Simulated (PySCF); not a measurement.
B3LYP has the VWN-RPA correlation part, as in Gaussian. 

Cartesian coordinates (Å):
```xyz
6

W      0.0036    -0.0155     0.0138
O      0.2955    -1.2602     1.1273
F      0.4390    -0.7447    -1.6539
F     -0.5987     1.4259     1.0446
F     -1.7833    -0.2326    -0.4987
F      1.6235     0.9136    -0.1106
```
Charge 0, multiplicity 1.

### Question
What HOMO–LUMO gap, total energy, dipole moment, charge on the central atom (Mulliken), LUMO and HOMO does B3LYP-D3(BJ)/def2-TZVP // PBE-D3(BJ)/def2-SVP in PySCF give?

### Answer

| Property | Value |
|---|---|
| HOMO–LUMO gap | 6.81 eV |
| total energy | -542.2084 Ha |
| dipole moment | 0.42 D |
| charge on the central atom (Mulliken) | 1.78 e |
| LUMO | -4.60 eV |
| HOMO | -11.41 eV |
